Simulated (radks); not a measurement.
Question: The oxygen ion O+, [He] 2s2 2p3. Calculated with a radial shooting solver on a logarithmic mesh with Libxc functionals: non-relativistic Kohn-Sham, LDA (Slater exchange, Perdew-Wang correlation), spin-polarised, spherical densities, point nucleus. Every spin shell is full or empty, so the densities are truly spherical. Functionals are evaluated on that one density, not self-consistently. Rank these orbital-free kinetic functionals by their error against the exact value of the orbitals, and give that value: Thomas-Fermi, von Weizsacker, TF + vW, TF + vW/9, APBEK, revAPBEK, Thakkar, Pearson, LKT, PG1, DePristo-Kress.

Answer: Exact: 73.7123 hartree. From best to worst, with 100 (|E| - |E exact|)/|E exact| (equal figures are ties): Thakkar +0.15, APBEK +0.18, TF + vW/9 -0.23, DePristo-Kress -0.63, revAPBEK +0.79, Pearson -2.99, Thomas-Fermi -8.94, von Weizsacker -21.57, PG1 +36.40, LKT +43.17, TF + vW +69.49.
